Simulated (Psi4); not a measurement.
Psi4 input (wB97X-D/6-31G*):

```
memory 1500 MB

molecule {
-1 1
C     2.04614500   -0.57082800   -0.24459800
C     0.96850100    0.32233200    0.31524000
B    -0.47390800    0.16273100    0.11045100
N    -1.08921300   -0.85751100   -0.79798600
N    -1.51305500    0.96543700    0.84552900
H     1.60939000   -1.40688700   -0.80759700
H     2.75160400   -0.07679900   -0.94453900
H     2.69451900   -1.04499300    0.51920300
H     1.33786000    1.11579100    0.97194200
H    -2.04842600   -0.68640700   -1.06800500
H    -0.54545400   -1.07473400   -1.62027700
H    -2.20746200    1.39375100    0.24085800
H    -1.09449200    1.70212200    1.39950700
symmetry c1
no_reorient
no_com
}

set {
  basis 6-31G*
  reference rks
  scf_type pk
  dft_radial_points 99
  dft_spherical_points 590
  e_convergence 1e-8
  d_convergence 1e-7
  maxiter 150
}

e = energy('wb97x-d')
print_out(f'\nFINAL {e:.10f} DIPOLE {variable("CURRENT DIPOLE")[0]:.6f} {variable("CURRENT DIPOLE")[1]:.6f} {variable("CURRENT DIPOLE")[2]:.6f}\n')
```

Output:

```
   => Loading Basis Set <=

    Name: 6-31G*
    Role: ORBITAL
    Keyword: BASIS
    atoms 1-2  entry C          line   111 file 6-31gs.gbs
    atoms 3    entry B          line    94 file 6-31gs.gbs
    atoms 4-5  entry N          line   128 file 6-31gs.gbs
    atoms 6-13 entry H          line    44 file 6-31gs.gbs

   => WB97X-D: Empirical Dispersion <=

    Chai and Head-Gordon Dispersion Correction
    Chai, J.-D.; Head-Gordon, M. (2010), J. Chem. Phys., 132: 6615-6620

        s6 =       1.000000

         ---------------------------------------------------------
                                   SCF
               by Justin Turney, Rob Parrish, Andy Simmonett
                          and Daniel G. A. Smith
                              RKS Reference
         ---------------------------------------------------------

  ==> Geometry <==

    Molecular point group: c1
    Full point group: C1

    Geometry (in Angstrom), charge = -1, multiplicity = 1:

       Center              X                  Y                   Z               Mass
    ------------   -----------------  -----------------  -----------------  -----------------
         C            2.046145000000    -0.570828000000    -0.244598000000    12.000000000000
         C            0.968501000000     0.322332000000     0.315240000000    12.000000000000
         B           -0.473908000000     0.162731000000     0.110451000000    11.009305360000
         N           -1.089213000000    -0.857511000000    -0.797986000000    14.003074004430
         N           -1.513055000000     0.965437000000     0.845529000000    14.003074004430
         H            1.609390000000    -1.406887000000    -0.807597000000     1.007825032230
         H            2.751604000000    -0.076799000000    -0.944539000000     1.007825032230
         H            2.694519000000    -1.044993000000     0.519203000000     1.007825032230
         H            1.337860000000     1.115791000000     0.971942000000     1.007825032230
         H           -2.048426000000    -0.686407000000    -1.068005000000     1.007825032230
         H           -0.545454000000    -1.074734000000    -1.620277000000     1.007825032230
         H           -2.207462000000     1.393751000000     0.240858000000     1.007825032230
         H           -1.094492000000     1.702122000000     1.399507000000     1.007825032230

  Running in c1 symmetry.

  Rotational constants: A =      0.27534  B =      0.11013  C =      0.08047 [cm^-1]
  Rotational constants: A =   8254.38176  B =   3301.48494  C =   2412.34607 [MHz]
  Nuclear repulsion =  159.891639405593651

  Charge       = -1
  Multiplicity = 1
  Electrons    = 40
  Nalpha       = 20
  Nbeta        = 20

  ==> Algorithm <==

  SCF Algorithm Type is PK.
  DIIS enabled.
  MOM disabled.
  Fractional occupation disabled.
  Guess Type is SAD.
  Energy threshold   = 1.00e-08
  Density threshold  = 1.00e-07
  Integral threshold = 1.00e-12

  ==> Primary Basis <==

  Basis Set: 6-31G*
    Blend: 6-31G*
    Number of shells: 46
    Number of basis functions: 91
    Number of Cartesian functions: 91
    Spherical Harmonics?: false
    Max angular momentum: 2

  ==> DFT Potential <==

   => LibXC <=

    Version 7.1.2
    S. Lehtola, C. Steigemann, M. J. T. Oliveira, and M. A. L. Marques,  SoftwareX 7, 1–5 (2018) (10.1016/j.softx.2017.11.002)

   => Composite Functional: WB97X-D <=

    wB97X-D Hyb-GGA Exchange-Correlation Functional

    J.-D. Chai and M. Head-Gordon,  Phys. Chem. Chem. Phys. 10, 6615–6620 (2008) (10.1039/B810189B)

    Deriv               =              1
    GGA                 =           TRUE
    Meta                =          FALSE

    Exchange Hybrid     =           TRUE
    MP2 Hybrid          =          FALSE

   => Exchange-Correlation Functionals <=

    1.0000   wB97X-D range-separated functional

   => Exact (HF) Exchange <=

    0.7780            HF,LR [omega = 0.2000]
    0.2220               HF

   => LibXC Density Thresholds  <==

    XC_HYB_GGA_XC_WB97X_D:  1.00E-14

   => Molecular Quadrature <=

    Radial Scheme          =       TREUTLER
    Pruning Scheme         =           NONE
    Nuclear Scheme         =       TREUTLER

    Blocking Scheme        =         OCTREE
    BS radius alpha        =              1
    Pruning alpha          =              1
    Radial Points          =             99
    Spherical Points       =            590
    Total Points           =         711001
    Total Blocks           =           5009
    Max Points             =            256
    Max Functions          =             90
    Weights Tolerance      =       1.00E-15

  ==> Integral Setup <==

  Using in-core PK algorithm.
   Calculation information:
      Number of atoms:                  13
      Number of AO shells:              46
      Number of primitives:            107
      Number of atomic orbitals:        91
      Number of basis functions:        91

      Integral cutoff                 1.00e-12
      Number of threads:                 1

  Performing in-core PK
  Using 26290173 doubles for integral storage.
  We computed 533553 shell quartets total.
  Whereas there are 584821 unique shell quartets.

  Computing range-separated integrals for PK
  We computed 533553 wK shell quartets total.
  Whereas there are 584821 wK unique shell quartets.

  ==> DiskJK: Disk-Based J/K Matrices <==

    J tasked:                  Yes
    K tasked:                  Yes
    wK tasked:                 Yes
    Omega:               2.000E-01
    Schwarz Cutoff:          1E-12


  Cached 33.3% of DFT collocation blocks in 0.495 [GiB].

  Minimum eigenvalue in the overlap matrix is 4.3962212664E-03.
  Reciprocal condition number of the overlap matrix is 6.3274837098E-04.
    Using symmetric orthogonalization.

  ==> Pre-Iterations <==

  SCF Guess: Superposition of Atomic Densities via on-the-fly atomic UHF (no occupation information).

   -------------------------
    Irrep   Nso     Nmo
   -------------------------
     A         91      91
   -------------------------
    Total      91      91
   -------------------------

  ==> Iterations <==

                        Total Energy        Delta E     RMS |[F,P]|

   @RKS iter SAD:  -214.22829620835446   -2.14228e+02   0.00000e+00
   @RKS iter   1:  -214.81150048517088   -5.83204e-01   1.11296e-02 ADIIS/DIIS
   @RKS iter   2:  -214.96889403613474   -1.57394e-01   9.70268e-03 ADIIS/DIIS
   @RKS iter   3:  -215.32689074769857   -3.57997e-01   4.34101e-04 ADIIS/DIIS
   @RKS iter   4:  -215.32763418977288   -7.43442e-04   2.42194e-04 ADIIS/DIIS
   @RKS iter   5:  -215.32785861736645   -2.24428e-04   6.68816e-05 DIIS
   @RKS iter   6:  -215.32787788289019   -1.92655e-05   2.00465e-05 DIIS
   @RKS iter   7:  -215.32787989349546   -2.01061e-06   3.51356e-06 DIIS
   @RKS iter   8:  -215.32787999215898   -9.86635e-08   8.49104e-07 DIIS
   @RKS iter   9:  -215.32788000130338   -9.14440e-09   4.53670e-07 DIIS
   @RKS iter  10:  -215.32788000279592   -1.49254e-09   1.52986e-07 DIIS
   @RKS iter  11:  -215.32788000310290   -3.06983e-10   3.13965e-08 DIIS
  Energy and wave function converged.

  ==> Post-Iterations <==

   Electrons on quadrature grid:
      Ntotal   =   40.0000042096 ; deviation = 4.210e-06

    Orbital Energies [Eh]
    ---------------------

    Doubly Occupied:

       1A    -14.206596     2A    -14.205117     3A    -10.083229
       4A     -9.984568     5A     -6.583233     6A     -0.738183
       7A     -0.707062     8A     -0.604987     9A     -0.448550
      10A     -0.369656    11A     -0.347338    12A     -0.338529
      13A     -0.280194    14A     -0.272141    15A     -0.248995
      16A     -0.204028    17A     -0.176127    18A     -0.147774
      19A     -0.110219    20A      0.011238

    Virtual:

      21A      0.336369    22A      0.368516    23A      0.399871
      24A      0.411209    25A      0.416901    26A      0.423202
      27A      0.460512    28A      0.469535    29A      0.480909
      30A      0.548673    31A      0.575436    32A      0.630332
      33A      0.667517    34A      0.788331    35A      0.825675
      36A      0.853278    37A      0.871146    38A      0.905194
      39A      0.920904    40A      0.994782    41A      0.997621
      42A      1.021780    43A      1.032983    44A      1.045310
      45A      1.097470    46A      1.132884    47A      1.170654
      48A      1.173820    49A      1.190601    50A      1.202878
      51A      1.217210    52A      1.227351    53A      1.251080
      54A      1.256909    55A      1.307391    56A      1.334940
      57A      1.370690    58A      1.446434    59A      1.550918
      60A      1.580137    61A      1.625233    62A      1.688778
      63A      1.771433    64A      1.861199    65A      1.883162
      66A      1.945768    67A      1.990195    68A      2.114179
      69A      2.171160    70A      2.214606    71A      2.278827
      72A      2.305694    73A      2.382471    74A      2.443724
      75A      2.508730    76A      2.540095    77A      2.564180
      78A      2.604875    79A      2.672847    80A      2.718860
      81A      2.785983    82A      2.822554    83A      2.858763
      84A      2.907604    85A      3.073598    86A      3.202570
      87A      3.962208    88A      4.141592    89A      4.252844
      90A      4.536386    91A      4.807998

    Final Occupation by Irrep:
              A
    DOCC [    20 ]
    NA   [    20 ]
    NB   [    20 ]

  @RKS Final Energy:  -215.32788000310290

   => Energetics <=

    Nuclear Repulsion Energy =            159.8916394055936507
    One-Electron Energy =                -615.6012888753898551
    Two-Electron Energy =                 262.2024058333948915
    DFT Exchange-Correlation Energy =     -21.8156020528557768
    Empirical Dispersion Energy =          -0.0050343138458058
    VV10 Nonlocal Energy =                  0.0000000000000000
    Total Energy =                       -215.3278800031029050

Computation Completed

Properties will be evaluated at   0.000000,   0.000000,   0.000000 [a0]

Properties computed using the SCF density matrix

 Multipole Moments:

 ------------------------------------------------------------------------------------
     Multipole            Electronic (a.u.)      Nuclear  (a.u.)        Total (a.u.)
 ------------------------------------------------------------------------------------

 L = 1.  Multiply by 2.5417464519 to convert [e a0] to [Debye]
 Dipole X            :         -0.5782821           -0.0000019           -0.5782840
 Dipole Y            :          0.3721635            0.0000094            0.3721730
 Dipole Z            :         -0.8211616           -0.0000000           -0.8211616
 Magnitude           :                                                    1.0710890

 ------------------------------------------------------------------------------------

FINAL -215.3278800031 DIPOLE -0.578284 0.372173 -0.821162

*** Psi4 exiting successfully. Buy a developer a beer!
```

The dipole moment of an ion depends on the origin.

The geometry given is a B3LYP-D3(BJ)/def2-TZVP minimum.
